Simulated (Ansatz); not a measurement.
`[NH2][Mg][F]` + HBr → `[F][Mg][Br]` + NH₃ at 298.15 K and 1 bar (ligand exchange at a Mg–N bond).

Computed with Ansatz on PBE0-D4/def2-TZVP structures; ΔE is electronic, products minus reactants. CCSD(T)/CBS is the MP2 limit (def2-TZVPP, def2-QZVPP) plus CCSD(T) − MP2 in def2-TZVPP, frozen cores. This one scheme is used for every species. For Br, Mg outer-core shells are correlated without core-valence functions, which leaves a few kJ/mol of doubt a bond. Scalar relativity is left out up to krypton. Each species was taken in one conformer, which may not be the lowest.

```
       species  CCSD(T)/CBS energy (Eh)  H − E (kJ/mol)  S (J/(mol·K))
`[NH2][Mg][F]`               -355.68386            83.5          277.8
           HBr              -2573.91920            24.6          198.6
 `[F][Mg][Br]`              -2873.15166            21.6          276.8
           NH₃                -56.50880           100.5          192.4
```

H − E and S are ideal-gas, rigid-rotor, harmonic terms from PBE0-D4/def2-TZVP, for one conformer and one mirror image of each species. 1 Eh = 2625.50 kJ/mol, R = 8.31446 J/(mol·K).

Task: By hand: ΔE, ΔH, ΔS and ΔG.

Result: ΔE = (-2873.15166) + (-56.50880) − (-355.68386) − (-2573.91920) = -0.05740 Eh = -150.7 kJ/mol. Δ(H − E) = 21.6 + 100.5 − 83.5 − 24.6 = 14.0, so ΔH = -136.7 kJ/mol. ΔS = 276.8 + 192.4 − 277.8 − 198.6 = -7.2 J/(mol·K). ΔG = -136.7 − 298.15 × (-7.2)/1000 = -134.6 kJ/mol.

Task: By hand: the equilibrium constant, and the temperature at which ΔG would vanish if ΔH and ΔS stayed fixed.

Result: log₁₀ K = −ΔG/(RT ln 10) = 23.6. ΔG = 0 at ΔH/ΔS = 18986 K, far beyond where these terms or the molecules hold.

The number of gas molecules stays the same, so ΔS is small and ΔH decides. A doubt of 5 kJ/mol in ΔE shifts log₁₀ K by 0.9 here. Other conformers and mirror images would add mixing entropy, several J/(mol·K) or more a flexible species. These are equilibria of isolated gas molecules and say nothing of rates. Largest T1 diagnostic: 0.011 (customary marks: 0.02 for closed shells, 0.045 for open ones).
